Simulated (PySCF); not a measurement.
**`InChI=1S/C6H7BN2S/c1-8-7-5-3-4-6-9(7)10-2/h3-6H,2H3`**

Geometry:
```
atom   x (Å)   y (Å)   z (Å)
  C1   1.416   3.473  -0.523
  N2   0.823   2.478  -0.312
  B3   0.076   1.254  -0.090
  C4  -1.331   1.008  -0.575
  C5  -1.906  -0.211  -0.314
  C6  -1.205  -1.228   0.388
  C7   0.071  -1.015   0.829
  N8   0.718   0.172   0.619
  S9   2.310   0.332   1.293
 C10   3.307   0.114  -0.190
 H11  -1.904   1.764  -1.119
 H12  -2.927  -0.430  -0.646
 H13  -1.673  -2.193   0.588
 H14   0.637  -1.773   1.375
 H15   4.351   0.144   0.154
 H16   3.142   0.935  -0.901
 H17   3.112  -0.860  -0.660
```

Computed with quadratic response CAM-B3LYP/aug-cc-pVDZ first hyperpolarisability, Taylor convention, gas phase in PySCF. Geometry: PBE0-D3(BJ)/def2-SVP.

Task: Give the tensor of the second harmonic β(−2ω;ω,ω) at 1907 nm in the axes of these coordinates.

Result: In au, Taylor convention; rows are the first index (the induced dipole):
```tsv
	xx	yy	zz	xy	xz	yz
x	-8.6	-54.4	-7.7	-38.4	-3.0	-1.1
y	-43.0	-175.7	+4.5	-55.9	-1.8	+35.3
z	-1.3	+35.5	-9.9	-0.3	-7.7	+5.5
```
Norm of βᵢ = ⅓ Σⱼ (βᵢⱼⱼ + βⱼᵢⱼ + βⱼⱼᵢ): 223.6 au, hyper-Rayleigh value 92.4 au.
